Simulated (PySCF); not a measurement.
Isomers of C2H10FNSi2. Computed with TDDFT CAM-B3LYP/def2-SVPD, vertical, gas phase, core orbitals frozen in the response (PySCF 2.14.0, density-fitted response routines). Geometries: GFN2-xTB; one conformer of each isolated species. Triplets are in the Tamm–Dancoff approximation.

A. `N[SiH2][C@@H](F)C[SiH3]`
B. `CN[Si@H](C)[SiH2]F`
C. `C[SiH2]C[Si@H](N)F`
D. `C[C@H](F)[SiH2][SiH2]N`

Lowest singlet levels (six at most, fewer where fewer were computed) with oscillator strengths:

1. 235 nm (f 0.001); 200 nm (f 0.011); 193 nm (f 0.023); 185 nm (f 0.024); 172 nm (f 0.010); 169 nm (f 0.035); T1 4.97 eV
2. 182 nm (f 0.031); 167 nm (f 0.021); 155 nm (f 0.020); 152 nm (f 0.003); 148 nm (f 0.103); 147 nm (f 0.071); T1 6.43 eV
3. 214 nm (f 0.005); 179 nm (f 0.030); 177 nm (f 0.034); 169 nm (f 0.073); 169 nm (f 0.013); 164 nm (f 0.042); T1 5.45 eV
4. 192 nm (f 0.021); 171 nm (f 0.011); 168 nm (f 0.006); 164 nm (f 0.005); 157 nm (f 0.036); 154 nm (f 0.009); T1 6.08 eV

Question: Match each spectrum to its molecule.

Answer: 1 = B, 2 = C, 3 = D, 4 = A.
- A: S1 at 6.46 eV, HOMO→LUMO (84%), HOMO-1→LUMO (9%); Löwdin shares by element: HOMO nitrogen 49%, silicon 14% or more, hydrogen 9% or more, carbon 8% or more (atoms not listed hold the other 21%); LUMO silicon 32% or more, hydrogen 22% or more, nitrogen 12% (atoms not listed hold the other 34%); HOMO -8.92 and LUMO 0.98 eV.
- B: S1 at 5.27 eV, HOMO→LUMO (92%); Löwdin shares by element: HOMO nitrogen 53%, silicon 11% or more, carbon 10% or more, hydrogen 7% or more (atoms not listed hold the other 18%); LUMO silicon 48%, hydrogen 16% or more (atoms not listed hold the other 35%); HOMO -8.22 and LUMO 0.30 eV.
- C: S1 at 6.82 eV, HOMO→LUMO (77%), HOMO→LUMO+2 (12%); Löwdin shares by element: HOMO nitrogen 55%, silicon 14% or more, hydrogen 9% or more, carbon 6% or more (atoms not listed hold the other 16%); LUMO silicon 38%, hydrogen 23% or more (atoms not listed hold the other 39%); HOMO -9.13 and LUMO 1.04 eV.
- D: S1 at 5.81 eV, HOMO→LUMO (92%); Löwdin shares by element: HOMO nitrogen 49%, silicon 22%, hydrogen 10% or more (atoms not listed hold the other 18%); LUMO silicon 45%, nitrogen 9%, hydrogen 8% or more (atoms not listed hold the other 39%); HOMO -8.78 and LUMO 0.42 eV.

Without π bonds the low states are Rydberg-like; a valence basis with one diffuse set may place them up to an eV too high.
